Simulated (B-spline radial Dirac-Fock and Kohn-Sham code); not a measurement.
Total conversion coefficients of Ca against transition energy

Calculated with a radial finite-basis atomic code, using a Dirac-Hartree-Slater potential of the neutral atom with a Latter tail (no hole, which puts coefficients of high multipoles low close above an edge), finite nucleus with surface currents. Subshells within 1 keV of threshold and pair formation are left out.

```tsv
energy (keV)	E1	E2	E4	E5	M1	M2
11.2	17.3	1100	9.28e+06	1.06e+09	6.10	520
11.3	16.9	1070	8.77e+06	9.93e+08	5.95	502
13.2	10.8	619	3.28e+06	3.05e+08	3.76	271
19.6	3.38	149	301000	1.66e+07	1.19	57.7
20	3.19	138	267000	1.44e+07	1.12	53.4
50	0.196	4.26	1440	27300	0.0851	1.68
53.7	0.157	3.22	962	17000	0.0701	1.29
62.2	0.0997	1.81	420	6470	0.0471	0.760
93.3	0.0280	0.367	42.9	457	0.0161	0.181
100	0.0226	0.279	29.1	291	0.0134	0.142
126	0.0109	0.112	7.99	65.7	0.00742	0.0643
128	0.0104	0.105	7.32	59.4	0.00713	0.0610
130	0.00992	0.0991	6.71	53.8	0.00686	0.0579
200	0.00262	0.0184	0.631	3.56	0.00235	0.0140
215	0.00210	0.0140	0.427	2.28	0.00197	0.0111
259	0.00120	0.00689	0.159	0.736	0.00127	0.00620
365	0.000446	0.00197	0.0277	0.100	0.000571	0.00220
436	0.000275	0.00106	0.0118	0.0377	0.000384	0.00132
464	0.000233	0.000862	0.00880	0.0271	0.000334	0.00111
492	0.000200	0.000710	0.00673	0.0199	0.000294	0.000939
500	0.000192	0.000674	0.00625	0.0184	0.000284	0.000897
603	0.000121	0.000373	0.00275	0.00720	0.000190	0.000539
1000	4.05e-05	9.29e-05	0.000397	0.000797	6.85e-05	0.000150
1080	3.50e-05	7.72e-05	0.000307	0.000595	5.91e-05	0.000125
1130	3.22e-05	6.94e-05	0.000265	0.000504	5.43e-05	0.000112
1290	2.54e-05	5.15e-05	0.000176	0.000316	4.24e-05	8.31e-05
2000	1.27e-05	2.15e-05	5.35e-05	8.23e-05	1.97e-05	3.27e-05
2020	1.25e-05	2.11e-05	5.22e-05	8.00e-05	1.93e-05	3.21e-05
2100	1.18e-05	1.96e-05	4.76e-05	7.20e-05	1.81e-05	2.97e-05
```

Problem. How fast do they fall between 2000 and 2100 keV?

Solution. As powers of the energy: E1 E^-1.45, E2 E^-1.81, E4 E^-2.42, E5 E^-2.73, M1 E^-1.66, M2 E^-1.99. Within one type (E or M) the higher multipoles fall faster.
